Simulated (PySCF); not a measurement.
How methods differ on the ionisation energy of Ti⁷⁺

Ti⁷⁺ [Ne] 3s2 3p3 (4S) → Ti⁸⁺ [Ne] 3s2 3p2 (3P), as a difference of total energies. All numbers are calculated (PySCF 2.14, the non-relativistic Hamiltonian (point nucleus), in an even-tempered Gaussian basis (18 s from 0.32 bohr⁻², ratio 2.5; 12 p from 0.42 bohr⁻², ratio 2.5; 5 d from 2.8 bohr⁻², ratio 2.7; 5 f from 4.2 bohr⁻², ratio 2.7)). Correlated levels: outer shells: 1s2 frozen; virtual orbitals above 40 to 60 times the deepest correlated orbital energy dropped. The calculations carry no spin-orbit coupling.

| method | ionisation energy (eV) |
| --- | --- |
| UHF | 168.21 |
| LDA | 169.00 |
| PBE | 168.92 |
| PBE0 | 169.03 |
| r2SCAN | 169.35 |
| BP86 | 168.97 |
| TPSS | 169.05 |
| MP2 (outer shells) | 168.78 |
| SCS-MP2 (outer shells) | 168.58 |

Question: How much does correlation contribute at MP2 (outer shells)?

Answer: 168.78 − (168.21) = 0.57 eV, measured against UHF.

A first-order spin-orbit estimate (lowest level to lowest level, LS coupling) adds -0.540 eV.

These non-relativistic numbers lack the scalar-relativistic shift.

For comparison: 170.5 ± 0.4 eV (semi-empirical (NIST evaluation); NIST Atomic Spectra Database, ionization energies).
